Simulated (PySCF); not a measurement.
W(O)2(OH)2 (H₂O₄W), SMILES [OH][W](=[O])(=[O])[OH], multiplicity 1.

The structure is a stationary point at PBE-D3(BJ)/def2-SVP. The geometry has at least one imaginary mode, so it is a saddle point at that level. The multiplicity is an assumed one; no other spin state was optimised. The isomer is the one that the SMILES or the coordinates give; other isomers of the formula were not compared. The def2 effective core potentials stand for the cores of W; spin–orbit coupling is left out. Other conformers were not sampled.

The numbers are results of PBE-D3(BJ)/def2-SVP run with PySCF, not measurements.

Frequencies are harmonic and unscaled.

**Question.** Give all harmonic wavenumbers and intensities. (The exact figures need the calculation; the answer reports its results.)

**Answer.** 
```tsv
mode	ν (cm⁻¹)	IR (km/mol)	moving atoms (share of kinetic energy)
1	130i	0.0	H 92 %, O 8 %
2	96	318.6	H 94 %
3	193	5.1	O 76 %, H 16 %, W 8 %
4	211	4.8	O 80 %, W 16 %
5	233	33.5	O 74 %, H 14 %, W 12 %
6	251	0.0	O 100 %
7	350	2.6	O 95 %
8	519	118.7	H 62 %, O 38 %
9	544	233.3	H 80 %, O 19 %
10	716	44.1	O 84 %, H 10 %
11	741	67.5	O 65 %, H 21 %, W 14 %
12	960	154.2	O 89 %, W 11 %
13	990	65.3	O 94 %
14	3769	473.0	H 94 %
15	3773	4.4	H 94 %
```
